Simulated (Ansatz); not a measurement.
`FC(Cl)[TeH]` + H₂ → `ClC[TeH]` + H–F at 500 K and 1 bar (hydrogenolysis of a C–F bond).

Computed with Ansatz on PBE0-D4/def2-TZVP structures; ΔE is electronic, products minus reactants. CCSD(T)/CBS adds triple-zeta CCSD(T) − MP2 to the extrapolated MP2 energy (def2 sets, frozen cores). This one scheme is used for every species. def2 core potentials past Kr. For Te outer-core shells are correlated without core-valence functions, which leaves a few kJ/mol of doubt a bond.

```
      species  CCSD(T)/CBS energy (Eh)  H − E (kJ/mol)  S (J/(mol·K))
`FC(Cl)[TeH]`               -866.51961           104.9          375.3
           H₂                 -1.17544            41.0          145.5
   `ClC[TeH]`               -767.34295           121.3          352.5
          H–F               -100.39570            39.4          188.7
```

H − E and S are ideal-gas, rigid-rotor, harmonic terms from PBE0-D4/def2-TZVP, for one conformer and one mirror image of each species. The MP2-based limit puts H₂ 0.8 mEh under its directly extrapolated value; such offsets cancel only in part. 1 Eh = 2625.50 kJ/mol, R = 8.31446 J/(mol·K).

Problem. By hand: ΔE, ΔH, ΔS and ΔG.

Solution. ΔE = (-767.34295) + (-100.39570) − (-866.51961) − (-1.17544) = -0.04360 Eh = -114.5 kJ/mol. Δ(H − E) = 121.3 + 39.4 − 104.9 − 41.0 = 14.8, so ΔH = -99.7 kJ/mol. ΔS = 352.5 + 188.7 − 375.3 − 145.5 = 20.4 J/(mol·K). ΔG = -99.7 − 500 × (20.4)/1000 = -109.9 kJ/mol.

Problem. By hand: the equilibrium constant, and the temperature at which ΔG would vanish if ΔH and ΔS stayed fixed.

Solution. log₁₀ K = −ΔG/(RT ln 10) = 11.5. ΔH and −TΔS have one sign here, so there is no such temperature.

ΔH outweighs TΔS. A doubt of 5 kJ/mol in ΔE shifts log₁₀ K by 0.5 here. Other conformers and mirror images would add mixing entropy, several J/(mol·K) or more a flexible species. These are equilibria of isolated gas molecules and say nothing of rates. Largest T1 diagnostic: 0.011 (customary marks: 0.02 for closed shells, 0.045 for open ones).
